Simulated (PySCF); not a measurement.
# Electron correlation in Fe²²⁺ (iron, charge +22)

[He] 2s2, closed-shell 1S. Computed with PySCF 2.14 in an uncontracted even-tempered set (17 s from 5.5 bohr⁻², ratio 2.2; 8 p from 8.6 bohr⁻², ratio 2.4; 6 d from 26 bohr⁻², ratio 2.4; 5 f from 39 bohr⁻², ratio 2.4; 4 g from 58 bohr⁻², ratio 2.4), with no relativity, point nucleus. Frozen: nothing; 4 electrons correlated; the 8 highest virtual orbitals of each spin left out.

MP2 pair energies summed by pair of shells (mhartree):

| pair | energy | share (%) |
| --- | --- | --- |
| 2s-2s | -172.39 | 75.3 |
| 1s-1s | -41.30 | 18.0 |
| 1s-2s | -15.23 | 6.7 |

Total MP2 correlation energy: -228.91 mhartree.

Same-spin part -3.81 and opposite-spin part -225.10 mhartree; SCS-MP2 scales them by 1/3 and 6/5 to -271.39 mhartree.

MP2 falls well short for the outer s pair, which is nearly degenerate with np².
